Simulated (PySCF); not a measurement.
# One molecule, several mistakes: BGeH6Si

All numbers below are calculated, not measured. They come from PySCF 2.14.0, an open-source quantum chemistry program, on an isolated molecule that a program drew, which may never have been made. The molecule is BGeH6Si (charge 0, doublet), drawn as the SMILES string `[BH2][GeH][SiH3]`.

Each row is a Hartree-Fock (HF) and frozen-core CCSD(T) single point in the cc-pV(D+d)Z basis, meant for a local HF minimum. Run 1 is clean. Each other run has one planted mistake out of seven kinds, and not every kind appears here: one electron removed, one electron added, multiplicity raised by two, geometry at a saddle point, minimal basis STO-3G, one bond length entered in bohr, all coordinates scaled. The reference is restricted for singlets and unrestricted otherwise, and also for a bond in bohr. Adding or removing an electron swaps singlet and doublet. Electrons count all cores. HOMO and LUMO are orbital energies over both spins, the gradient is its largest component, and the lowest frequency (negative if imaginary) is given only where the gradient is small. Bond lengths are over the 8 bonds as drawn. T1 is the CCSD diagnostic: over 0.02 (restricted) or 0.045 (unrestricted) a single reference is doubtful. Germanium has the cc-pVDZ-PP basis, with a core potential (ECP10MDF) in place of its 10 inner electrons, and its 3s, 3p and 3d shells are frozen in CCSD(T).

Geometry of the clean run:
```xyz
9
BGeH6Si, angstrom
B    -0.6382   -0.6104   -1.6988
Ge   -0.9229    0.5433   -0.0733
Si    0.5305    0.6878    1.8213
H     0.3354   -1.3037   -1.7652
H    -1.4376   -0.6005   -2.5895
H    -2.1634    1.4359    0.0294
H    -0.1828    0.2798    3.0537
H     1.0153    2.0764    1.9970
H     1.6870   -0.2107    1.6050
```

```
run  electrons  basis functions  <S^2>  HOMO (eV)  LUMO (eV)  gradient (hartree/bohr)  lowest frequency (cm^-1)  mean bond (Å)  longest bond (Å)      T1  HF (hartree)  CCSD(T) (hartree)                     mistake
  1         57               90  0.761      -8.07       0.33                  1.0e-05                        50         1.5968             2.392  0.0168    -610.44416         -610.77983                    no fault
  2         58               90  0.000      -1.15       7.47                  3.0e-02                         -         1.5968             2.392  0.0211    -610.45749         -610.83422          one electron added
  3         57               90  0.762      -7.99       0.36                  1.7e-02                         -         1.6511             2.474  0.0182    -610.43665         -610.77489      all coordinates scaled
  4         57               90  3.773      -5.81      -2.22                  7.5e-02                         -         1.5968             2.392  0.0202    -610.27857         -610.60743  multiplicity raised by two
  5         57               90  1.418      -8.33       0.23                  2.0e-02                         -         1.7299             2.392  0.0627    -610.32554         -610.66112                           ?
  6         56               90  0.000     -16.39      -6.58                  3.7e-02                         -         1.5968             2.392  0.0130    -610.17566         -610.49133                           ?
```

**Which mistake was planted in run 5, and what did it cost?**

The mean bond changes by a factor of 1.083 and the longest by 1.000, so the molecule wasn't scaled as a whole. A length L in bohr read as angstrom grows by (1/0.5292 - 1) L = 0.890 L. The 8 bonds together grew by 8 x 0.1331 = 1.065 Å, which gives L = 1.197 Å. That is the length of one of the B-H bonds, 1.197 Å in the clean geometry. So the mistake is: one bond length entered in bohr. Subtracting run 1 and multiplying by 627.51 kcal/mol a hartree, the energy moved by 74.4 kcal/mol in HF and 74.5 kcal/mol in CCSD(T).

**Which mistake was planted in run 6, and what did it cost?**

It counts 56 electrons, one fewer than the clean run, at the same geometry and basis. So the mistake is: one electron removed. Subtracting run 1 and multiplying by 627.51 kcal/mol a hartree, the energy moved by 168.5 kcal/mol in HF and 181.0 kcal/mol in CCSD(T).

Cautions from the logs. Run 2: T1 is over the limit, so its CCSD(T) energy is less reliable; run 5: T1 is over the limit, so its CCSD(T) energy is less reliable.
